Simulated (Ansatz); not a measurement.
Si(OH)4 (SiO₄H₄), relaxed as a singlet with RKS PBE-D4/def2-SVP in Ansatz, starting from the GFN2-xTB geometry. Force threshold 0.02 eV/Å.

Start:

```xyz
9

Si    0.000   -0.001    0.000
O    -0.344   -0.433   -1.528
H    -0.319    0.236   -2.206
O    -0.452   -1.242    0.946
H    -1.291   -1.659    0.773
O    -0.777    1.400    0.273
H    -0.545    1.904    1.047
O     1.572    0.271    0.308
H     2.156   -0.477    0.386
```

(1) Estimate the energy that the relaxation releases and the steps that it takes.

(2) Does the start keep its bonding and symmetry?

(3) Predict the relaxed structure.

Results:

(1) 15.5 kJ/mol, in 7 steps; 6 s on 4 threads of Arm Neoverse V1 on a shared host. The force fell under the threshold at step 6, but the optimiser went on. No frequencies were taken in this run, so the end may be a saddle point.

(2) By distances, no bond broke or formed. The bond that changes most is Si1–O8, from 1.62 to 1.67 Å (atoms count from 1).

(3) 
Cartesian coordinates in Å:
```
Si 0.0000 0.0001 0.0000
O -0.3680 -0.4658 -1.5562
H -0.4823 0.2844 -2.1656
O -0.4367 -1.2764 0.9768
H -1.2150 -1.7617 0.6510
O -0.7995 1.4398 0.2494
H -0.4126 1.9762 0.9635
O 1.6044 0.3027 0.3300
H 2.1097 -0.4992 0.5511
```
Bond lengths: 4 × O–Si 1.67 Å; 4 × H–O 0.97 Å.
